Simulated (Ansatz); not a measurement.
A run for Ansatz (a quantum-chemistry and plane-wave program): R-BHLYP/def2-TZVPP on H2O (SMILES O).

Ansatz 0.2 input:
```yaml
crystal:
  periodic: [false, false, false]
  atoms:
    - {symbol: O, position_ang: [-0.00000000, 0.00000000, 0.38961139]}
    - {symbol: H, position_ang: [0.00000000, 0.76498632, -0.19485569]}
    - {symbol: H, position_ang: [0.00000000, -0.76498632, -0.19485569]}
basis:
  gaussian:
    orbitals: def2-TZVPP
hamiltonian:
  xc: {name: BHLYP}
scf: {lower_state_search: off}
```

Output:

```
WARN ansatz: RAYON_NUM_THREADS=4 ignored (pool sized by the plan → 4); use --threads N
Functional definition: BHLYP
these checks for a lower state are left out or cut short: stability, starts, cluster_reference, orbital_swaps, neighbouring_geometries, increment
integrals: 0.00 GiB planned
295 factors; their error is unknown
mean field: 0.10 GiB planned
mean field evaluation 1: about -2076.4362 eV, gradient 4.5e1 eV
mean field evaluation 2: about -2075.3740 eV, gradient 5.2e1 eV
mean field evaluation 4: about -2079.5610 eV, gradient 1.7e-1 eV
mean field evaluation 8: about -2079.5750 eV, gradient 2.4e-3 eV
mean field -2079.57498105 eV, -76.4229709671 hartree, gradient 1.9e-6 eV, S^2 0.000000; 0 other end points of the search recorded, 0 dependent functions left out
reference -2079.57507217 eV, -76.4229743155 hartree; 5, 5 occupied and 54, 54 virtual orbitals, 295 factors
Total energy: -2079.57507217 eV, -76.4229743155 hartree
Checks for a lower state left out: stability, starts, cluster_reference, orbital_swaps, neighbouring_geometries, increment
```

Self-consistency was reached.

Cost: roughly 0.14 core-seconds.
